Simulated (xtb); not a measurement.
Si(H)(F)(OH)(NH2) (FH4NOSi), SMILES N[SiH](O)F. All values are semi-empirical tight-binding results from xtb (GFN2-xTB unless named), good for trends rather than for accurate numbers. Geometry: GFN2-xTB. One conformer was computed; it need not be the lowest.

Optimised geometry:

```xyz
8

Si    -0.0797    -0.1559    -0.3043
N      1.5217    -0.5085     0.1702
O     -0.3426     1.4351    -0.4793
F     -1.0180    -0.6618     0.9042
H     -0.4538    -0.9159    -1.4773
H      2.2893    -0.1653    -0.3795
H      1.7543    -0.5002     1.1497
H     -1.2222     1.7988    -0.5271
```

Computed properties:
```json
{
  "orbital_gap": "6.84 eV",
  "dipole_moment": "1.77 D",
  "zero_point_energy": "31.1 kcal/mol",
  "G − E(el) at 298.15 K (modified RRHO)": "12.8 kcal/mol",
  "static polarisability (D4 model)": "50.9 bohr³",
  "solvation energy, GFN2-xTB/ALPB(water)": "-6.6 kcal/mol",
  "solvation energy, GFN2-xTB/ALPB(dmf)": "-7.4 kcal/mol"
}
```

Computed atomic charges and the Wiberg bond orders between heavy atoms:
charges (e) Si1 0.60, N2 -0.40, O3 -0.47, F4 -0.30, H5 -0.07, H6 0.15, H7 0.17, H8 0.31. Bond orders Si1–N2 1.15, Si1–O3 1.18, Si1–F4 1.03.
